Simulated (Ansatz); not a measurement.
Consider the substitution at a C–Si bond: `C=C[Si](F)(F)F` + `N[SiH3]` → `C=CN[SiH3]` + `F[SiH](F)F`.

Program: Ansatz. Geometries: PBE0-D4/def2-TZVP. ΔE: electronic, gas phase. CCSD(T)/CBS is the MP2 limit (def2-TZVPP, def2-QZVPP) plus CCSD(T) − MP2 in def2-TZVPP, frozen cores. This one scheme is used for every species. Functionals use def2-TZVPP. B3LYP here is the variant with VWN-RPA as its local correlation; programs differ in this. Each species was taken in one conformer, which may not be the lowest.

`C=C[Si](F)(F)F`:

```xyz
9

C     0.265    1.410   -0.567
C     0.682    0.304    0.044
Si   -0.440   -1.096    0.378
F    -1.892   -0.783   -0.155
F    -0.554   -1.412    1.919
F     0.048   -2.427   -0.314
H     0.933    2.242   -0.765
H    -0.763    1.529   -0.895
H     1.722    0.233    0.354
```

`N[SiH3]`:

Z-matrix (Å, degrees):
```
Si
N 1 1.720
H 1 1.486 2 107.9
H 1 1.494 2 116.0 3 -120.3
H 1 1.486 2 107.9 3 119.4
H 2 1.007 1 119.6 3 -168.6
H 2 1.007 1 119.6 3 49.2
```

`C=CN[SiH3]`:

Z-matrix (Å, degrees):
```
Si
N 1 1.728
H 1 1.490 2 113.8
H 1 1.484 2 106.8 3 -119.9
H 1 1.485 2 108.6 3 120.0
C 2 1.382 1 125.6 3 -76.4
H 2 1.009 1 119.2 3 93.7
C 6 1.332 2 126.7 1 170.7
H 6 1.088 2 113.8 1 -10.2
H 8 1.085 6 122.0 2 -1.1
H 8 1.080 6 120.2 2 178.5
```

`F[SiH](F)F`:

Cartesian coordinates in Å:
```
F -1.288 0.841 -0.252
Si 0.033 0.022 -0.009
F -0.023 -1.277 -0.894
F 0.073 -0.412 1.502
H 1.206 0.826 -0.346
```

| level | ΔE (kcal/mol) |
| --- | --- |
| B3LYP-D4 | 10.1 |
| B2PLYP | 10.4 |
| PBE-QIDH | 10.7 |
| PBE | 9.0 |
| revPBE | 9.3 |
| CCSD/def2-TZVPP | 11.7 |
| HF/CBS(def2) | 11.2 |
| CCSD/CBS(def2) | 12.1 |

Q: What does CCSD(T)/CBS give? (Best estimate.)

A: Ansatz gave: +11.9 kcal/mol. The listed levels differ from it by -1.8, -1.5, -1.2, -2.9, -2.6, -0.2, -0.7, 0.2 kcal/mol.

Q: What do rigid-rotor, harmonic-oscillator terms from PBE0-D4/def2-TZVP frequencies (298.15 K, 1 bar) make of the CCSD(T)/CBS value? (Estimate.)

A: Ansatz gave: ΔZPE = -0.3 kcal/mol, ΔH = +11.2 kcal/mol, ΔS = -9 J/(mol·K), ΔG = +11.8 kcal/mol.

Largest T1 diagnostic among the species: 0.012.

From PBE to PBE0 (25 % exact exchange), in def2-TZVPP and without D4, ΔE moves by +1.0 kcal/mol. Leaving LDA and LC-ωPBE aside and taking each functional with its dispersion term where it has one, the values, not all of them listed here, spread over 2.6 kcal/mol, from PBE-D4 to ωB97M-V. LDA lies −1.8 kcal/mol from PBE without D4. At CCSD(T), def2-SVP lies −3.7 kcal/mol from the extrapolated value and def2-TZVPP −0.4 kcal/mol.
